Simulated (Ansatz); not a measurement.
`C[SiH2][SiH2][TeH]` and `C[SiH2][SiH2]S` differ in one element.

Ansatz, PBE0-D4/def2-TZVP geometries, multiplicity 1. Each molecule was computed in one conformer, which needn't be the lowest.

Elements past krypton have def2 core potentials.  Spin–orbit coupling is left out; it splits and shifts lone-pair levels of the heavy atoms by tenths of an eV.

```json
{"property": "LUMO energy (B3LYP/def2-TZVPP) / eV", "`C[SiH2][SiH2][TeH]`": "-1.02"}
{"property": "HOMO energy (ωB97M-V/def2-TZVPP) / eV", "`C[SiH2][SiH2][TeH]`": "-8.47"}
{"property": "LUMO energy (ωB97M-V/def2-TZVPP) / eV", "`C[SiH2][SiH2][TeH]`": "0.88"}
{"property": "HOMO energy (PBE0/def2-TZVPP) / eV", "`C[SiH2][SiH2][TeH]`": "-6.42"}
{"property": "HOMO energy (PBE/def2-TZVPP) / eV", "`C[SiH2][SiH2][TeH]`": "-5.41"}
{"property": "HOMO–LUMO gap (PBE0/def2-TZVPP) / eV", "`C[SiH2][SiH2][TeH]`": "5.58"}
```

Problem. Give the same properties after the change, and the shifts. (Estimate.)

Solution. Ansatz gave: 
```csv
property,`C[SiH2][SiH2]S`,shift
LUMO energy (B3LYP/def2-TZVPP) / eV,-0.40,0.62
HOMO energy (ωB97M-V/def2-TZVPP) / eV,-9.27,-0.80
LUMO energy (ωB97M-V/def2-TZVPP) / eV,1.51,0.63
HOMO energy (PBE0/def2-TZVPP) / eV,-7.18,-0.76
HOMO energy (PBE/def2-TZVPP) / eV,-6.02,-0.61
HOMO–LUMO gap (PBE0/def2-TZVPP) / eV,6.95,1.37
```

With PBE0 the HOMO falls by 0.76 eV and the LUMO rises by 0.60 eV, so the gap widens by about 1.36 eV. PBE moves the HOMO by -0.61 eV and ωB97M-V by -0.80 eV.

Positive LUMOs are unbound, so they and the gaps depend on the basis.

B3LYP here is the variant with VWN-RPA as its local correlation; programs differ in this.
